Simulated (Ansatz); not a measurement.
BGeH5OSi: structure from calculated spectroscopic constants

These gas-phase data were calculated for one isomer of BGeH5OSi at BLYP-D3(BJ)/def2-SVP (harmonic, unscaled wavenumbers; equilibrium rotational constants with average atomic masses):

```
rotational constants            : 6.532, 2.754, 2.034 GHz
all wavenumbers above 1500 cm⁻¹ : 2552, 2164, 2147, 2045, 2029
dipole moment                   : 1.03 D (PBE0/def2-TZVPD)
```

Candidates:

(1) `[BH]1O[SiH2][GeH2]1`, a singlet
(2) `O=[B][GeH2][SiH3]`, a singlet

Problem. Assign the data to one candidate and say why.

Solution. Candidate (1). The band at 2552 cm⁻¹ lies where the B–H stretch is expected; (2) has no mode between 2350 and 2900 cm⁻¹.

The same quantities for all candidates:

|  | rotational constants (GHz) | wavenumbers above 1500 cm⁻¹ | dipole (D) | E above the lowest, BLYP-D3(BJ)/def2-SVP (kcal/mol) |
| --- | --- | --- | --- | --- |
| (1) | 6.532, 2.754, 2.034 | 2552, 2164, 2147, 2045, 2029 | 1.03 | 6.0 |
| (2) | 5.602, 1.83, 1.428 | 2184, 2181, 2164, 2068, 2059, 1937 | 3.76 | 0.0 |

Harmonic stretches to hydrogen usually lie a few per cent above observed fundamentals. Each candidate is one conformer. Programs: Ansatz 0.2.0.
